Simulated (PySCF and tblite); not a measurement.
The numbers below are computed, except where a source is named.
Stationary points of C₄H₃BF₂O at B3LYP-D3(BJ)/def2-SVP, in Å:

Structure A

```
 1 F     3.368    0.161    0.028
 2 B     2.094   -0.169    0.188
 3 F     1.847   -1.282    0.872
 4 C     0.958    0.692   -0.388
 5 C    -0.322    0.334   -0.220
 6 C    -1.157   -0.715    0.393
 7 C    -2.203   -0.010   -0.088
 8 O    -1.464    1.022   -0.694
 9 H     1.154    1.610   -0.949
10 H    -0.980   -1.621    0.961
11 H    -3.291   -0.021   -0.128
```

Structure B

```
 1 F     2.689    0.251    1.251
 2 B     2.131   -0.214    0.146
 3 F     2.643   -1.332   -0.341
 4 C     0.950    0.522   -0.551
 5 C    -0.326    0.274   -0.264
 6 C    -1.192   -0.559    0.593
 7 C    -2.219    0.079   -0.008
 8 O    -1.462    0.901   -0.850
 9 H     1.145    1.284   -1.315
10 H    -1.050   -1.325    1.349
11 H    -3.308    0.119   -0.011
```

Level: PBE0/pcSseg-1 + D3(BJ), IEF-PCM methanol on B3LYP-D3(BJ)/def2-SVP stationary points, with GFN2-xTB thermal terms.

Task: Which structure is a saddle point, and along which motion?

Result: B: one imaginary mode (70i cm⁻¹ at GFN2-xTB, mostly on F1, F3, C6), along the rotation about the B2–C4 bond (torsion F1–B2–C4–C5 from 180° to 360°, rising).

Task: Give their symmetry and energies above the lowest.

Result: A Cs, 0.0 kcal/mol; B Cs, 6.7 kcal/mol.
